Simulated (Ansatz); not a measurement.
The same ligand exchange along the group C, Si, Ge.

Program: Ansatz. Geometries: PBE0-D4/def2-TZVP. ΔE: electronic, gas phase. CCSD(T)/CBS is the MP2 limit (def2-TZVPP, def2-QZVPP) plus CCSD(T) − MP2 in def2-TZVPP, frozen cores. This one scheme is used for every species. DFT in def2-TZVPP. For Ge outer-core shells are correlated without core-valence functions, which leaves a few kJ/mol of doubt a bond. Scalar relativity is left out up to krypton. Each species was taken in one conformer, which may not be the lowest.

| reaction | CCSD(T)/CBS(def2) (eV) |
| --- | --- |
| `BOCF` + HCl → `BCl` + `OCF` | ? |
| `BO[SiH2]F` + HCl → `BCl` + `O[SiH2]F` | 0.39 |
| `B[O][GeH2][F]` + HCl → `BCl` + `[OH][GeH2][F]` | 0.44 |

Task: Fill in the missing values. (An estimate is asked.)

Result: Ansatz gave: `BOCF` + HCl → `BCl` + `OCF`: +0.41 eV.

Largest T1 diagnostic: 0.013, for `BOCF`.
